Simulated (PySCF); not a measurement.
C4H3F3O, SMILES FC1=CCC(F)(F)O1.

Geometry: PBE0-D3(BJ)/def2-SVP. This is a generated structure with no PubChem entry under its InChIKey; it may be hypothetical. Other conformers were not sampled.

Two levels are set side by side: TDA-PBE/def2-SVPD (PySCF) and TDA-M06-2X/def2-SVPD (PySCF). Vertical, same geometry. The lowest singlet is HOMO→LUMO+1 100 % with PBE and HOMO→LUMO 93 % with the other functional; states are paired by order. Differences are taken from unrounded values.

```json
[
 {"quantity": "lowest singlet excitation (eV)", "TDA-M06-2X": "6.71"},
 {"quantity": "lowest triplet excitation (TDA) (eV)", "TDA-M06-2X": "4.78"},
 {"quantity": "first bright state (f over 0.05) (eV)", "TDA-M06-2X": "7.72"},
 {"quantity": "its oscillator strength", "TDA-M06-2X": "0.34"}
]
```

Problem. What does TDA-PBE give, and how far is it from TDA-M06-2X? (Estimate from the structure and the level; the computed values follow.)

Solution. 
```json
[
 {"quantity": "lowest singlet excitation (eV)", "TDA-PBE": "6.02", "TDA-PBE minus TDA-M06-2X": "-0.69"},
 {"quantity": "lowest triplet excitation (TDA) (eV)", "TDA-PBE": "4.52", "TDA-PBE minus TDA-M06-2X": "-0.26"},
 {"quantity": "first bright state (f over 0.05) (eV)", "TDA-PBE": "7.06", "TDA-PBE minus TDA-M06-2X": "-0.66"},
 {"quantity": "its oscillator strength", "TDA-PBE": "0.16", "TDA-PBE minus TDA-M06-2X": "-0.18"}
]
```

Functionals without exact exchange tend to place singlet excitations lower, as here. Differences between two approximate levels are no errors against the true value.

Rough cost on one machine, each run with all the roots and properties that it gave: TDA-M06-2X against TDA-PBE about 8 times.
